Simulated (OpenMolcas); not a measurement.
# Fe²⁺: effect of the basis set

```
Program             : OpenMolcas 26.06
Method              : CASSCF
Active space        : 6 electrons in 6 orbitals (3d 4s)
State averaging     : 2S+1 = 5 even, 30 roots; 2S+1 = 7 even, 1 root kept (CI in the orbitals of an earlier block); 2S+1 = 3 even, 122 roots kept (CI in the orbitals of an earlier block, 98 in the spin-orbit step); 2S+1 = 1 even, 96 roots kept (CI in the orbitals of an earlier block, 69 in the spin-orbit step)
Spin-orbit coupling : state interaction with AMFI integrals over the reference wave functions, term energies averaged over their components
```

A. ANO-R1 [5s4p2d1f], X2C, finite nucleus; cost of the order of 50 core-seconds
B. ANO-R2 [6s5p4d2f1g], X2C, finite nucleus; cost roughly 90 core-seconds
C. ANO-R3 [7s5p5d3f2g1h], X2C, finite nucleus; cost of the order of 90 core-seconds

Energies in cm-1 above 3d6 5D4, the measured ground level; measured values from Corliss and Sugar, J. Phys. Chem. Ref. Data 11, 135 (1982).

```
     Level      A      B      C  Measured
   3d6 5D4    0.0    0.0    0.0       0.0
   3d6 5D3    479    469    471       436
   3d6 5D2    820    803    807       739
   3d6 5D1   1040   1019   1024       932
   3d6 5D0   1148   1125   1130      1027
3d5 4s 7S3   8366   7811   7479     30089
3d5 4s 5S2  22454  21427  21256     41000
   3d6 3H6  23868  24003  24021     20051
   3d6 3H5  24123  24253  24271     20301
   3d6 3H4  24314  24442  24461     20482
3d6 3P2(1)  26131  26299  26316     19405
3d6 3F4(1)  27353  27513  27532     21462
3d6 3P1(1)  27547  27685  27709     20688
3d6 3F3(1)  27621  27774  27794     21700
3d6 3F2(1)  27819  27967  27989     21857
3d6 3P0(1)  28150  28278  28304     21208
   3d6 3G5  30172  30331  30352     24559
   3d6 3G4  30617  30766  30789     24941
   3d6 3G3  30826  30972  30997     25142
   3d6 1I6  35971  36169  36196     30356
3d6 1G4(1)  37959  38172  38200     30886
   3d6 3D1  39074  39269  39296          
   3d6 3D2  39110  39306  39333          
   3d6 3D3  39240  39432  39460     30858
```

Deviations, from unrounded energies. A percentage is the sum of absolute deviations over the sum of measured energies, with the sign that they share, or ± where signs differ.

| Against measurement | Levels | A | B | C |
| --- | --- | --- | --- | --- |
| mean absolute deviation (cm-1) | 21 | 6100 | 6300 | 6300 |
| fine structure of the ground term (%) | 4 | +11.2 | +9.0 | +9.5 |
| other terms of the ground configuration (%) | 15 | +24.8 | +25.5 | +25.6 |
| other configurations (%) | 2 | -56.6 | -58.9 | -59.6 |

A, B, C lie about equally close to measurement. The largest miss of A in the table is 3d5 4s 7S3, by -22000 cm-1. The ranking rests on the paired levels alone, and a cruder setting can come out closer through cancelling errors.

Among A to C the level of the table that moves most is 3d5 4s 5S2, by 1200 cm-1 (lowest in C, highest in A).

Some high roots are left out of the spin-orbit mixing, which shifts the levels that they would mix with. Without dynamic correlation excited terms often stand tens of per cent too high (terms of higher spin than the ground term too low), and those without a measured partner can miss by more than the paired ones. Terms from blocks run as CI alone lack orbitals of their own. A single d shell beside an s shell can misplace configurations of different d count against each other. Computed and measured levels are paired by configuration, term and J; levels that our copy of the source lacks, or whose pairing is in doubt (as where it misses far off the trend of its configuration), stay unpaired and out of the deviations. Levels of configurations outside the active space are missing. The table leaves out levels that lie high or whose names do not pair safely across all columns.

A number in round brackets counts repeated terms of one configuration in the order of the reference energies.
